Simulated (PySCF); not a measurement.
This PySCF input asks for the NMR shieldings of SMILES [AlH-]1([CH3])[O+](C)[AlH2-][O+]1C, C3H12Al2O2; the geometry comes from GFN2-xTB.

```python
import basis_set_exchange as bse
import numpy as np
from pyscf import gto, dft
from pyscf.prop import nmr

atoms = """
C    -1.766262    1.988608   -0.436085
O    -0.632374    1.180618   -0.181861
Al    0.980933    1.473663    0.621160
O     1.315555   -0.243055    0.104035
C     2.400090   -1.139316    0.260121
Al   -0.318873   -0.566759   -0.722939
C    -1.422258   -1.944617    0.188755
H    -2.289769    1.613974   -1.318603
H    -2.446367    1.966155    0.417055
H    -1.454223    3.019011   -0.613488
H     0.821041    1.533186    2.157543
H     1.815110    2.486498   -0.194093
H     3.239441   -0.826471   -0.362437
H     2.086940   -2.141711   -0.040811
H     2.722407   -1.159811    1.302365
H    -0.062871   -0.479630   -2.241170
H    -1.196032   -2.932707   -0.222638
H    -2.489360   -1.790747   -0.000266
H    -1.312933   -2.027639    1.275896
"""
names = dict.fromkeys(["C", "O", "Al", "H"], "pcSseg-1")
basis = {el: gto.basis.parse(bse.get_basis(n, elements=[el], fmt="nwchem")) for el, n in names.items()}
mol = gto.M(atom=atoms, basis=basis, charge=0, verbose=0)
mf = dft.RKS(mol, xc="PBE0")
mf.grids.level = 2
mf.grids.alignment = dft.numint.BLKSIZE   # the property module wants whole blocks of grid points
mf.conv_tol = 1e-9
mf.kernel()

calc = nmr.RKS(mf)   # GIAO
C = mf.mo_coeff
Co = C[:, mf.mo_occ > 0]
resp = mf.gen_response(singlet=True, hermi=2)
def vind(x):   # induced exchange potential for any number of trial vectors
    d = np.einsum("pi,xij,qj->xpq", C, 2 * x.reshape(-1, C.shape[1], Co.shape[1]), Co, optimize=True)
    return np.einsum("xpq,pi,qj->xij", resp(d - d.transpose(0, 2, 1)), C, Co, optimize=True).ravel()
mo1, _ = nmr.rhf.solve_mo1(calc, with_cphf=vind)
sigma = calc.kernel(mo1)
for i, s in enumerate(sigma):   # ppm
    w = np.linalg.eigvalsh((s + s.T) / 2)
    print("%2d %-2s iso %8.1f  s11 %8.1f  s22 %8.1f  s33 %8.1f" % (i, mol.atom_pure_symbol(i), w.mean(), *w))
```

Question: What are the results?

Answer: 
```
 0 C  iso    135.1  s11    103.9  s22    114.7  s33    186.6
 1 O  iso    331.2  s11    310.0  s22    313.7  s33    370.0
 2 Al iso    423.1  s11    368.0  s22    400.7  s33    500.7
 3 O  iso    332.5  s11    311.8  s22    314.7  s33    371.0
 4 C  iso    134.9  s11    103.9  s22    114.3  s33    186.5
 5 Al iso    414.5  s11    343.8  s22    380.9  s33    518.9
 6 C  iso    198.4  s11    194.4  s22    196.2  s33    204.6
 7 H  iso     27.9  s11     23.6  s22     25.6  s33     34.3
 8 H  iso     27.9  s11     23.5  s22     25.4  s33     34.7
 9 H  iso     27.8  s11     23.2  s22     25.5  s33     34.7
10 H  iso     27.6  s11     24.9  s22     24.9  s33     33.0
11 H  iso     27.6  s11     24.6  s22     25.0  s33     33.1
12 H  iso     27.8  s11     23.3  s22     25.3  s33     34.8
13 H  iso     27.9  s11     23.2  s22     26.5  s33     34.1
14 H  iso     27.8  s11     23.6  s22     25.2  s33     34.6
15 H  iso     27.6  s11     24.5  s22     25.0  s33     33.3
16 H  iso     32.2  s11     27.9  s22     29.1  s33     39.6
17 H  iso     32.2  s11     27.7  s22     29.5  s33     39.2
18 H  iso     32.0  s11     27.5  s22     29.4  s33     39.2
```

These numbers come from an equivalent density-fitted implementation of the same equations, which agrees with the script to about 0.01 ppm for H and up to a few tenths of a ppm for heavy atoms, so last digits may differ.

Size and cost of the density-fitted run: 193 basis functions, 57 s wall time on 1 thread of an Arm Neoverse N1, shared host; peak memory 0.86 GiB.
